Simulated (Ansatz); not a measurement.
```yaml
crystal:
  periodic: [false, false, false]
  atoms:
    - {symbol: F, position_ang: [-0.863746, -2.695796, -0.064522]}
    - {symbol: Hf, position_ang: [-0.251990, -0.818390, -0.024793]}
    - {symbol: Se, position_ang: [-0.891258, 0.384567, -2.351329]}
    - {symbol: Se, position_ang: [-1.450078, 0.475231, 2.014796]}
    - {symbol: Se, position_ang: [2.421610, -0.750916, 0.316292]}
    - {symbol: H, position_ang: [0.454260, 1.138938, -2.228612]}
    - {symbol: H, position_ang: [-1.510930, 1.707544, 1.080887]}
    - {symbol: H, position_ang: [2.188837, 0.498760, 1.198691]}
basis:
  gaussian: {orbitals: def2-TZVP, fitting: {mean_field: cc-pVTZ-jkfit}, final_grid: {core_spheres: 20, valence_spheres: 16, degree: 47}, nuclear_model: gaussian}
hamiltonian: {xc: {name: CCSD(T)}}
output: {forces: true}
```

```sh
$ ansatz run in.yaml --threads 2 --pin off --events-out ev --progress --plain --max-ram 32768MiB --backend cpu
```

Problem. How does Ansatz answer? (Estimate.)

Solution. The calculation gave: The program refused the input.
```
Error: YAML parse error: error: line 14 column 19: hamiltonian.xc: no functional is named "CCSD(T)"; the names, which are not case-sensitive, are SVWN5, SPW92, PBE, PBE0, PBEsol, revPBE, revPBE0, RPBE, rPW86-PBE, HSE06, wPBEh, LC-wPBE, HISS, HF, BLYP, B3LYP, B3LYP5, BHLYP, CAM-B3LYP, r2SCAN, r2SCANh, r2SCAN0, r2SCAN50, m-r2SCAN, B97, wB97, wB97X, wB97X-V, B97M-V, wB97M-V, B2PLYP, B2GP-PLYP, PBE0-DH, PBE-QIDH
12 | basis:
13 |   gaussian: {orbitals: def2-TZVP, fitting: {mean_field: cc-pVTZ-jkfit}, final_grid:…
14 | hamiltonian: {xc: {name: CCSD(T)}}
15 | output: {forces: true}
```

HSE06 is defined as in plane-wave codes.
